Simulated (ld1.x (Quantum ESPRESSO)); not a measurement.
**Plane-wave convergence, TM potential for caesium**

ld1.x (Quantum ESPRESSO) 7.5 input, shortened:

```
&input
   title='Cs', zed=55., rel=1, dft='PZ', iswitch=3,
   config='[Xe] 5d0 6s0 6p1'
 /
 &inputp
   pseudotype=2, tm=.true., lloc=-2, rcloc=3.40,
   nlcc=.true., new_core_ps=.true.
 /
3
5S  1  0   2.00   0.00  2.45  2.45  0.0
5P  2  1   6.00   0.00  2.10  2.10  0.0
5D  3  2   0.00   0.00  4.20  4.20  0.0
 &test
   configts(1)='5s2 5p6 5d0 6s0 6p1'
 /
```

Occupied shells without a wave of their own: 6p. They enter only through the test configuration that unscreens the potential, and ld1.x also counts them in the model core charge.

The pseudo-atom Hamiltonian at the reference potential is diagonalised in spherical Bessel functions j_l(qr) that vanish at 20 bohr, with q² up to the cutoff. All-electron valence levels (Ry): 5s -2.0709, 6s -0.2090, 5p -1.0917, 6p -0.0972, 5d -0.0896.

**Question.** How do the lowest levels (Ry) of each channel move with the cutoff, and are there ghosts?

**Answer.**

| cutoff (Ry) | s #1 | s #2 | s #3 | p #1 | p #2 | d #1 | f #1 | f #2 | Σ f·Δε (mRy) |
| --- | --- | --- | --- | --- | --- | --- | --- | --- | --- |
| 8 | -2.0336 | -0.2061 | -0.0253 | -1.0583 | -0.0944 | -0.0894 | 0.0449 | 0.1580 | 275.9 |
| 12 | -2.0646 | -0.2072 | -0.0256 | -1.0678 | -0.0948 | -0.0896 | 0.0449 | 0.1580 | 156.6 |
| 21 | -2.0681 | -0.2073 | -0.0256 | -1.0898 | -0.0956 | -0.0896 | 0.0449 | 0.1580 | 16.7 |
| 30 | -2.0706 | -0.2073 | -0.0257 | -1.0906 | -0.0956 | -0.0896 | 0.0449 | 0.1580 | 6.7 |
| 45 | -2.0709 | -0.2073 | -0.0257 | -1.0916 | -0.0956 | -0.0896 | 0.0449 | 0.1580 | 0.5 |
| 55 | -2.0709 | -0.2074 | -0.0257 | -1.0916 | -0.0956 | -0.0896 | 0.0449 | 0.1580 | 0.3 |
| 400 | -2.0709 | -0.2074 | -0.0257 | -1.0917 | -0.0956 | -0.0896 | 0.0449 | 0.1580 | 0.0 |

Result: no extra level below or beside the all-electron valence levels (s, p, d, f tested); 10 mRy is reached at 25 Ry and 1 mRy at 45 Ry.

ld1.x takes every shell without a wave as core, so the model core holds the 6p electrons as well and exchange and correlation see them twice. This cancels in the reference configuration, but the file is broken for other ones, and its errors say nothing about a proper core correction.
